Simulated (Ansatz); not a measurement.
Input and output for F$_{3}$H$_{3}$InP, SMILES `[F][In-]([F])([F])[PH3+]`.

```yaml
crystal:
  periodic: [false, false, false]
  atoms:
    - {symbol: F, position_ang: [-0.413560, -2.238990, 1.290365]}
    - {symbol: In, position_ang: [0.655322, -1.333378, -0.058669]}
    - {symbol: F, position_ang: [2.460187, -0.794506, 0.426712]}
    - {symbol: F, position_ang: [0.309266, -1.758231, -1.924834]}
    - {symbol: P, position_ang: [-0.518423, 1.079690, 0.035615]}
    - {symbol: H, position_ang: [-1.575277, 1.253579, 0.947476]}
    - {symbol: H, position_ang: [-1.118016, 1.556155, -1.144267]}
    - {symbol: H, position_ang: [0.292599, 2.178679, 0.371902]}
basis:
  gaussian: {orbitals: ANO-RCC-VTZP}
total_charge: 1
magnetization: {spin_polarized: true, initial_magnetization: 1}
hamiltonian: {xc: {name: HF}}
correlation: {active_space: {window: {electrons: 40, orbitals: 30}}}
```

```sh
$ ansatz run in.yaml --threads 4 --pin off --events-out ev --progress --plain --max-ram 10444MiB
```

It prints (some lines left out):

```
Error: invalid value for `correlation.active_space`: it starts from restricted Hartree–Fock orbitals; set hamiltonian.xc: hf without magnetization.spin_polarized
```
